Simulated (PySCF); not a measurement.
# Broadened absorption spectrum of C4H9OPSi

Compound: C4H9OPSi.
SMILES: `C=C[C@@H]1[C@H]([SiH3])[P@H]1=O`

Method used: TDDFT B3LYP/def2-SVPD, vertical, gas phase, core orbitals frozen in the response (PySCF 2.14.0, density-fitted response routines). Isolated species at its GFN2-xTB geometry (one conformer only). Torsions of this conformer, `[CH2:1]=[CH:2][C@@H:3]1[C@H:4]([SiH3:5])[P@H:6]1=[O:7]`: C1–C2–C3–C4 -144°.

Computed states:

```tsv
state	E (eV)	f
S1	5.36	0.124
S2	5.94	0.036
S3	6.02	0.010
S4	6.11	0.0064
S5	6.27	0.148
S6	6.37	0.0065
S7	6.61	0.041
S8	6.62	0.0043
```

Broadening: Gaussians 0.4 eV wide at half height, area fixed by f = 4.319×10⁻⁹ ∫ε dν̃. The width is an assumption, not a result. The curve ends short of the highest state used, and states not computed would add to its high-energy end.

Question: Give the broadened spectrum and its maxima.

Answer: 
(λ (nm), ε (L mol⁻¹ cm⁻¹)): (205.8, 6677), (206.8, 5974), (207.8, 5330), (208.8, 4741), (209.8, 4203), (210.8, 3713), (211.8, 3273), (212.8, 2887), (213.8, 2566), (214.8, 2320), (215.8, 2164), (216.8, 2110), (217.8, 2169), (218.8, 2346), (219.8, 2644), (220.8, 3056), (221.8, 3572), (222.8, 4172), (223.8, 4830), (224.8, 5515), (225.8, 6194), (226.8, 6831), (227.8, 7391), (228.8, 7846), (229.8, 8170), (230.7, 8336), (231.7, 8376), (232.7, 8264), (233.7, 8008), (234.7, 7626), (235.7, 7140), (236.7, 6575), (237.7, 5957), (238.7, 5312), (239.7, 4665), (240.7, 4036), (241.7, 3441), (242.7, 2893), (243.7, 2398), (244.7, 1961), (245.7, 1583), (246.7, 1262), (247.7, 993), (248.7, 772), (249.7, 593), (250.7, 450), (251.7, 338), (252.7, 251), (253.7, 185), (254.7, 134), (255.7, 97), (256.7, 69), (257.7, 49), (258.7, 34), (259.7, 24), (260.7, 16)

Maxima: 231 nm (5.36 eV), ε about 8400, made up of S1 (100%) (ε in L mol⁻¹ cm⁻¹; maxima over ε = 5, shares over 10%). At its high-energy end, 6.02 eV, the curve is still rising (ε about 6600, from S2, S3 and S5).

Question: Does any computed singlet lie in the visible range?

Answer: No computed singlet lies in the visible range (380 to 750 nm); the lowest, at 231 nm, stands 2.09 eV above its violet end (3.26 eV).

Question: What would ε be at 5.36 eV, the highest of these maxima, with half the width (0.2 eV)?

Answer: About 16700 L mol⁻¹ cm⁻¹ against 8380, a factor of about 2.00; a lone state at its own centre would give exactly 2.

Question: Coming from long wavelengths, where does ε first pass 100 L mol⁻¹ cm⁻¹?

Answer: At about 256 nm (4.85 eV), 0.51 eV below S1.
